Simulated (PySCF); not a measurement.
Cl2H2OSi. Atoms are numbered in the order given.

```xyz
6

Si     0.4303     0.4012     0.0000
O     -0.2794     1.8796     0.0000
Cl    -0.1305    -0.6822     1.6547
Cl    -0.1305    -0.6822    -1.6547
H      1.8876     0.6109     0.0000
H     -1.2408     1.9293     0.0000
```

Geometry: PBE0-D3(BJ)/def2-SVP. The values are those of a single conformer.

Computed with PBE0-D3(BJ)/def2-SVP in PySCF.

Frequencies are harmonic and unscaled.

Computed harmonic wavenumbers and intensities:
| mode | ν (cm⁻¹) | IR (km/mol) | moving atoms (share of kinetic energy) |
|---|---|---|---|
| 1 | 179 | 38.7 | H 64 %, Cl 16 %, O 16 % |
| 2 | 184 | 3.4 | Cl 75 %, Si 14 %, O 9 % |
| 3 | 295 | 29.8 | Si 37 %, O 26 %, Cl 25 %, H 12 % |
| 4 | 306 | 98.5 | O 49 %, H 33 %, Cl 16 % |
| 5 | 524 | 37.3 | Cl 51 %, Si 40 % |
| 6 | 597 | 173.3 | Si 57 %, Cl 36 % |
| 7 | 771 | 81.6 | H 82 %, O 17 % |
| 8 | 811 | 167.1 | H 90 %, Si 9 % |
| 9 | 865 | 241.1 | H 86 % |
| 10 | 952 | 99.6 | O 48 %, Si 40 %, H 12 % |
| 11 | 2348 | 74.4 | H 97 % |
| 12 | 3926 | 138.7 | H 94 % |
